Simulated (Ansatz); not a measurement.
Cartesian coordinates (Å):
SMILES: COCS
```xyz
10

C     -1.3483     0.3671     0.0503
O     -0.3371    -0.0691    -0.8256
C      0.7319    -0.6795    -0.1891
S      1.7826     0.4190     0.8178
H     -1.7650    -0.4743     0.6201
H     -2.1335     0.8077    -0.5625
H     -0.9688     1.1176     0.7519
H      0.3997    -1.4544     0.5147
H      1.3432    -1.1406    -0.9630
H      2.2954     1.1065    -0.2147
```
Charge 0, multiplicity 1.

These are frozen-core CCSD(T)/cc-pVTZ // PBE0-D3(BJ)/def2-TZVP in Ansatz (a program for electronic structure) values and carry that method's errors.

* **HF energy**: -551.67484 Ha
* **MP2 correlation energy**: -0.76850 Ha

Estimate the CCSD correlation energy, the (T) correction, the total energy and the T1 diagnostic.


```yaml
CCSD correlation energy: -0.80987 Ha
"(T) correction": -0.03265 Ha
CCSD(T) total energy: -552.51736 Ha
T1 diagnostic: 0.011
```
